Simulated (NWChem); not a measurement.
System: C$_{2}$H$_{5}$ClOSi; SMILES Cl[Si@@H]1CCO1

Parts of the log:

```
             Northwest Computational Chemistry Package (NWChem) 7.3.0
             --------------------------------------------------------

                             Geometry "geometry" -> ""
                             -------------------------

 Output coordinates in angstroms (scale by  1.889725989 to convert to a.u.)

  No.       Tag          Charge          X              Y              Z
 ---- ---------------- ---------- -------------- -------------- --------------
    1 Cl                  17.0000    -0.01600900    -1.88712800    -0.38178300
    2 Si                  14.0000    -0.02866100    -0.06237600     0.61469800
    3 C                    6.0000    -1.14611800     1.27438400    -0.10957100
    4 C                    6.0000     0.20955200     1.94522400    -0.46845400
    5 O                    8.0000     1.18073400     1.01295900     0.10152800
    6 H                    1.0000     0.00016100    -0.38857900     2.07570900
    7 H                    1.0000    -1.76272000     1.84181000     0.61418700
    8 H                    1.0000    -1.77025800     0.98220000    -0.97483400
    9 H                    1.0000     0.37514400     2.04065100    -1.56338400
   10 H                    1.0000     0.34220600     2.94661100    -0.00586500

 Effective nuclear repulsion energy (a.u.)     288.3454074458

                                 NWChem DFT Module
                                 -----------------

 Summary of "ao basis" -> "ao basis" (spherical)
 ------------------------------------------------------------------------------
       Tag                 Description            Shells   Functions and Types
 ---------------- ------------------------------  ------  ---------------------
 Cl                         def2-svp                 8       18   4s3p1d
 Si                         def2-svp                 8       18   4s3p1d
 C                          def2-svp                 6       14   3s2p1d
 O                          def2-svp                 6       14   3s2p1d
 H                          def2-svp                 3        5   2s1p

 in cosmo_initialize ...
 calling solv_data for solv:h2o

 solvent parameters
 solvname_short: h2o
 solvname_long:  water
 dielec:       78.4000
 dielecinf:     1.7769
 aqueous SMD model solvent descriptors
 dielec:       78.4000
 sola:          0.8200

[...]

                                COSMO-SMD solvation results
                                ---------------------------

             internal energy in gas <Psi(g)|H|Psi(g)> =      -903.750389729981
         internal energy in solvent <Psi(s)|H|Psi(s)> =      -903.748724929813
                               delta internal energy  =         0.001664800168 (    1.04 kcal/mol)
   total free energy in solvent <Psi(s)|H+V/2|Psi(s)> =      -903.759074908458
 polarization energy contribution <Psi(s)|V/2|Psi(s)> =        -0.010349978645 (   -6.49 kcal/mol)
    total free energy in solvent including G(SMD-CDS) =      -903.755254342332
                       G(SMD-CDS) energy contribution =         0.003820566127 (    2.40 kcal/mol)
     1 M fixed-concentration free energy of solvation =        -0.004864612350 (   -3.05 kcal/mol)

                       DFT Final Molecular Orbital Analysis
                       ------------------------------------

 Vector   26  Occ=2.000000D+00  E=-3.870709D-01
              MO Center=  2.1D-01, -4.2D-02, -5.6D-02, r^2= 4.1D+00
   Bfn.  Coefficient  Atom+Function         Bfn.  Coefficient  Atom+Function
  ----- ------------  ---------------      ----- ------------  ---------------
    68      0.343730   5 O  px               11      0.281218   1 Cl px
    13     -0.279211   1 Cl pz               71      0.268561   5 O  px
    40      0.229887   3 C  px                8      0.204828   1 Cl px
    10     -0.202505   1 Cl pz               54     -0.141884   4 C  px
    69      0.141366   5 O  py                5      0.118093   1 Cl px

 Vector   27  Occ=2.000000D+00  E=-3.603861D-01
              MO Center=  5.1D-01,  1.1D+00, -1.4D-01, r^2= 3.2D+00
   Bfn.  Coefficient  Atom+Function         Bfn.  Coefficient  Atom+Function
  ----- ------------  ---------------      ----- ------------  ---------------
    70      0.385424   5 O  pz               73      0.300643   5 O  pz
    12      0.249000   1 Cl py               99     -0.238187  10 H  s
    69      0.227702   5 O  py               94      0.200129   9 H  s
    56     -0.186730   4 C  pz               72      0.175694   5 O  py
     9      0.165997   1 Cl py               55     -0.150280   4 C  py

 Vector   28  Occ=2.000000D+00  E=-3.488462D-01
              MO Center= -3.6D-01,  3.3D-01,  1.8D-01, r^2= 3.8D+00
   Bfn.  Coefficient  Atom+Function         Bfn.  Coefficient  Atom+Function
  ----- ------------  ---------------      ----- ------------  ---------------
    41      0.302049   3 C  py               79      0.212572   6 H  s
    44      0.210051   3 C  py               13     -0.196089   1 Cl pz
    11     -0.190620   1 Cl px               80      0.185830   6 H  s
    42     -0.181831   3 C  pz               39     -0.174075   3 C  s
    70     -0.162818   5 O  pz               12      0.138281   1 Cl py

 Vector   29  Occ=0.000000D+00  E= 4.635939D-02
              MO Center= -7.9D-02, -8.8D-02,  6.1D-01, r^2= 3.8D+00
   Bfn.  Coefficient  Atom+Function         Bfn.  Coefficient  Atom+Function
  ----- ------------  ---------------      ----- ------------  ---------------
    29      1.073181   2 Si px               39      0.901505   3 C  s
    67     -0.537644   5 O  s                53     -0.395307   4 C  s
    57      0.354345   4 C  px               11     -0.286769   1 Cl px
    22     -0.266059   2 Si s                26      0.264982   2 Si px
    43      0.262239   3 C  px               44     -0.205110   3 C  py

[...]
```

Level: M06-2X/def2-SVP, SMD on the gas-phase geometry. All runs use the structure optimised with PBE-D3(BJ)/def2-SVP. Solvent: water.

**Question.** Which NWChem input produces such a log?

**Answer.** Several could match; the one computed here: the input that was run:
```
start job
memory heap 200 mb stack 900 mb global 1100 mb
geometry units angstroms noautosym nocenter noautoz
  Cl    -0.016009    -1.887128    -0.381783
  Si    -0.028661    -0.062376     0.614698
  C     -1.146118     1.274384    -0.109571
  C      0.209552     1.945224    -0.468454
  O      1.180734     1.012959     0.101528
  H      0.000161    -0.388579     2.075709
  H     -1.762720     1.841810     0.614187
  H     -1.770258     0.982200    -0.974834
  H      0.375144     2.040651    -1.563384
  H      0.342206     2.946611    -0.005865
end
basis spherical
  * library def2-svp
end
dft
  xc m06-2x
  iterations 150
end
cosmo
  do_cosmo_smd true
  solvent water
end
task dft energy
```
